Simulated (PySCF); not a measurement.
**Tantalum: a sound run and one with changed settings**

Sound run: Ta [Xe] 4f14 5d3 6s2, Ta+ [Xe] 4f14 5d3 6s1. All numbers are calculated (PySCF 2.14, a scalar-relativistic core potential, in def2-SVP with the def2 core potential (60 electrons) (6s3p2d1f, 32 functions)). In the sound run the correlated levels freeze 5s2 5p6 outside the core potential. The sound run starts from symmetry-adapted Hartree-Fock orbitals and uses a fine grid where one is needed.

Changed run: initial guess minao, at most 50 SCF cycles.

```tsv
species	method	sound run (hartree)	changed run (hartree)	converged
Ta	UHF	-56.28581	-56.28581	yes
Ta	M06-L	-56.85196	-56.85196	yes
Ta	LDA	-56.69211	-56.69211	yes
Ta	MP2	-56.33480	-56.33480	yes
Ta+	UHF	-56.07522	-56.07522	yes
Ta+	M06-L	-56.57194	-56.57181	no
Ta+	LDA	-56.41187	-56.41187	yes
Ta+	MP2	-56.09282	-56.09282	yes
```

Ionisation energy of Ta:

```
 method  sound run (eV)  changed run (eV)
    UHF           5.730             5.730
    LDA           7.626             7.626
    MP2           6.585             6.585
SCS-MP2           6.745             6.745
```

A plain start with occupations fixed only by D2h representation lets s and d (or p and f) orbitals of one representation trade places, so the SCF can reach the same state, another state or none.

For comparison, NIST gives 7.550 eV between the lowest levels.
